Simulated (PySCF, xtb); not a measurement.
A series of substituents X on one scaffold: SiH2Cl-X. Gas-phase values, no solvent. One relaxed conformer stands for each flexible species; it need not be the lowest. Strings in code marks are SMILES.

Quantity: electronic energy of isomers of CH5ClOSi relative to `CO[SiH2]Cl` (C–O–Si–Cl torsion 180°), in eV.

Level 1: B3LYP-D3(BJ)/def2-TZVP // PBE0-D4/def2-TZVP (PySCF)
Level 2: PBE-D3(BJ)/def2-TZVP // PBE0-D4/def2-TZVP (PySCF)
Level 3: PBE0-D4/def2-TZVP (PySCF)
Level 4: GFN2-xTB (xtb)

```csv
species,level 1,level 2,level 3,level 4
"`OC[SiH2]Cl` (H–O–C–Si torsion -176°, O–C–Si–Cl torsion 67°)",1.19,1.05,1.10,1.82
```
